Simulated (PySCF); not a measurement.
Predicted microwave data (PySCF 2.14.0, PBE0-D3(BJ)/def2-SVP geometry optimisation, gas phase) for one isomer of C6H10O:

| Property | Result |
| --- | --- |
| Rotational constants | A = 4249, B = 2495, C = 1749 MHz |
| Dipole components | \|μa\| = 2.95 D, \|μb\| = 0.00 D, \|μc\| = 0.84 D |
| Inertial defect | -32.45 u·Å² |
| κ | -0.40 |

Question: Which structure is it? (One computed conformer of each.)
A. `[CH3:1][O:2][C:3]1=[CH:4][CH2:5][CH2:6][CH2:7]1` with C1–O2–C3–C4 0°, C3–C4–C5–C6 -14°, C4–C5–C6–C7 23°, C5–C6–C7–C3 -22°, O2–C3–C7–C6 -168° (1-methoxycyclopentene)
B. `[O:1]=[C:2]1[CH2:3][CH2:4][CH2:5][CH2:6][CH2:7]1` with O1–C2–C3–C4 132°, C2–C3–C4–C5 52°, C3–C4–C5–C6 -56°, C4–C5–C6–C7 56° (cyclohexanone)
C. `[CH2:1]=[CH:2]/[CH:3]=[CH:4]\[CH2:5][O:6][CH3:7]` with C1–C2–C3–C4 180°, C3–C4–C5–O6 -177°, C4–C5–O6–C7 180°
D. `[O:1]=[CH:2][CH:3]1[CH2:4][CH2:5][CH2:6][CH2:7]1` with O1–C2–C3–C4 7°, C2–C3–C4–C5 109°, C3–C4–C5–C6 34°, C4–C5–C6–C7 -42°, C5–C6–C7–C3 34°

Answer: B. It is O=C1CCCCC1, an asymmetric top, point group Cs. The candidates at the same level (rigid rotor, commonest isotopes):

```csv
SMILES,A (MHz),B (MHz),C (MHz),μa (D),μb (D),μc (D),Δ (u·Å²),point group,rotor
O=C1CCCCC1,4249,2495,1749,2.95,0.00,0.84,-32.45,Cs,asymmetric top
COC1=CCCC1,6205,1888,1512,0.53,0.64,0.04,-14.86,C1,asymmetric top
O=CC1CCCC1,5053,2019,1685,1.98,1.47,0.91,-50.47,C1,asymmetric top
C=C/C=C\COC,10053,979.6,902.9,0.16,1.24,0.07,-6.48,near Cs,near-prolate asymmetric top
```

`COC1=CCCC1` has A 46 % too high; `C=C/C=C\COC` has A 137 % too high; `O=CC1CCCC1` has B 19 % too low. In the right answer the mirror of this Cs structure is the ac plane, so μb vanishes by symmetry. No structure here is proved a minimum.
